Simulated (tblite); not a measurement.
C5H14OSi2.
Structure used (GFN2-xTB), in Å, numbered top down from 1:
```
atom  x, y, z in Å
C1    -3.169   -0.927    0.151
C2    -2.379    0.257   -0.394
Si3   -0.721    0.490    0.511
C4     0.357    1.909   -0.196
O5     1.665    1.362   -0.260
C6     1.632    0.025   -0.735
Si7    3.439   -0.573   -0.623
C8     0.625   -0.797    0.087
H9    -4.123   -1.029   -0.363
H10   -3.364   -0.796    1.212
H11   -2.612   -1.852    0.023
H12   -2.216    0.115   -1.465
H13   -2.981    1.161   -0.290
H14   -0.915    0.637    1.961
H15    0.042    2.228   -1.200
H16    0.423    2.795    0.433
H17    1.278    0.039   -1.781
H18    3.865   -0.459    0.770
H19    3.480   -1.976   -1.052
H20    4.275    0.243   -1.499
H21    0.288   -1.659   -0.485
H22    1.101   -1.172    0.993
```

Computed values, GFN2-xTB/tblite, gas phase, harmonic and unscaled. This tight-binding method is rough: wavenumbers can miss measured ones by several per cent, in bad cases by 10 to 20. Modes of hydrogen on silicon can be 10 to 20 % off. One conformer, not necessarily the lowest.

Harmonic wavenumbers (cm⁻¹): 42.6, 55.9, 95.5, 111.3, 143.4, 167.5, 197.7, 240.7, 270.4, 317.2, 409.2, 476.2, 544.3, 563.9, 592.2, 632.7, 670.8, 714.3, 730.5, 747.4, 768.0, 773.2, 779.3, 783.7, 809.5, 825.2, 950.5, 978.8, 1018.7, 1021.2, 1049.5, 1077.9, 1112.6, 1174.9, 1190.1, 1238.6, 1252.3, 1276.8, 1287.6, 1327.7, 1419.6, 1466.7, 1472.1, 1477.8, 1510.3, 1513.3, 2210.7, 2229.2, 2284.5, 2287.9, 2797.6, 2848.3, 2963.3, 2977.0, 2982.2, 2997.7, 3004.2, 3016.0, 3034.0, 3042.2.

A = 3083, B = 694.3, C = 609.6 MHz; mass 146.058 u (most abundant isotopes); point group C1, symmetry number 1.

Q: Zero-point energy?

A: Half the sum of the wavenumbers: 37977 cm⁻¹ = 454.31 kJ/mol.

Q: What is S at 200 K and 1 bar for an ideal gas of classical rigid rotors and harmonic oscillators?

A: Translation 162.71, rotation 120.08, vibration 98.06: S = 380.9 J/(mol K).

Q: And Cp and H(200 K) − H(0)?

A: Cp = 136.03 J/(mol K), of which vibrations give 102.77 (their classical limit is 60 R = 498.9); H(200 K) − H(0) = 17.18 kJ/mol without the zero-point energy, 10.53 from vibrations.

Q: Which modes carry the vibrational entropy at 200 K?

A: 42.6 cm⁻¹: 18.18; 55.9 cm⁻¹: 15.94; 95.5 cm⁻¹: 11.60; 111.3 cm⁻¹: 10.38; 143.4 cm⁻¹: 8.41; 167.5 cm⁻¹: 7.25 J/(mol K); the other 54 give 26.29 together.

Q: What must be added to the electronic energy to get the Gibbs energy at 200 K and 1 bar?

A: ZPE + [H(200 K) − H(0)] − T·S = 454.31 + 17.18 − 76.17 = 395.32 kJ/mol.

Hindered rotation and anharmonicity are outside this model. Other conformers, if any are populated, would add a mixing term that is left out. The structure is chiral; the term R ln 2 for an equal mix with its mirror image is left out.
